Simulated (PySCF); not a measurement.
Scalar relativity in Cl²⁺ (chlorine, charge +2)

[Ne] 3s2 3p3, high-spin 4S determinant; PBE calculated with PySCF 2.14 in dyall-av3z (19s12p3d2f, 84 functions), once non-relativistic with a point nucleus and once with spin-free X2C-1e and a Gaussian nucleus.

```tsv
shell	ε non-rel. (eV)	ε X2C (eV)	rms r non-rel. (bohr, spins averaged)	rms r X2C (bohr, spins averaged)	change of radius (%)
1s α	-2769.0	-2778.4	0.1060	0.1054	-0.58
1s β	-2768.4	-2777.9	0.1060	0.1054	-0.58
2s α	-278.74	-280.37	0.4859	0.4837	-0.47
2s β	-278.17	-279.81	0.4859	0.4837	-0.47
2p α	-219.53	-219.52	0.4541	0.4535	-0.14
2p β	-218.74	-218.73	0.4541	0.4535	-0.14
3s α	-46.209	-46.399	1.552	1.547	-0.34
3s β	-42.113	-42.299	1.552	1.547	-0.34
3p α	-33.096	-33.086	1.714	1.714	-0.04
```

The total energy goes from -458.6210 to -460.0492 hartree.

Ionisation energy, Cl²⁺ [Ne] 3s2 3p3 (4S) → Cl³⁺ [Ne] 3s2 3p2 (3P) (eV):

| method | non-relativistic | spin-free X2C | shift |
| --- | --- | --- | --- |
| UHF | 38.972 | 38.966 | -0.006 |
| LDA | 39.675 | 39.667 | -0.008 |
| PBE | 39.583 | 39.576 | -0.007 |
| PBE0 | 39.666 | 39.659 | -0.007 |
| r2SCAN | 39.846 | 39.839 | -0.007 |
| MP2 (valence) | 39.624 | 39.618 | -0.005 |
| SCS-MP2 (valence) | 39.425 | 39.419 | -0.006 |
| CCSD (valence) | 39.551 | 39.547 | -0.003 |
| CCSD(T) (valence) | 39.585 | 39.581 | -0.003 |

Relativity contracts and stabilises s shells directly. The contracted s shells screen the nucleus better, so for spin-averaged p shells the direct and indirect effects partly cancel.
